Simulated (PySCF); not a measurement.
Sn(H)(Br)(NH2)2 (BrH5N2Sn), SMILES [NH2][SnH]([NH2])[Br].

Geometry: PBE0-D3(BJ)/def2-SVP. The structure was generated by enumeration; whether it is a known compound was not checked. The def2 effective core potentials stand for the cores of Sn; spin–orbit coupling is left out. Other conformers were not sampled.

These are PBE/def2-TZVP (PySCF) values and carry that method's errors.

Gas-phase values at a fixed geometry.

```json
{
 "total_energy": "-2900.55179 hartree",
 "highest_occupied_level": "-6.22 eV",
 "lowest_empty_level": "-1.91 eV",
 "orbital_gap": "4.31 eV",
 "dipole_moment": "1.33 D",
 "quadrupole, principal values (traceless, Buckingham form, about the centre of nuclear charge)": "-12.97, 4.33, 8.64 D·Å",
 "mean_static_polarisability": "78.1 bohr³ (11.58 Å³)",
 "polarisability_principal_values": "66.8, 74.2, 93.4 bohr³"
}
```
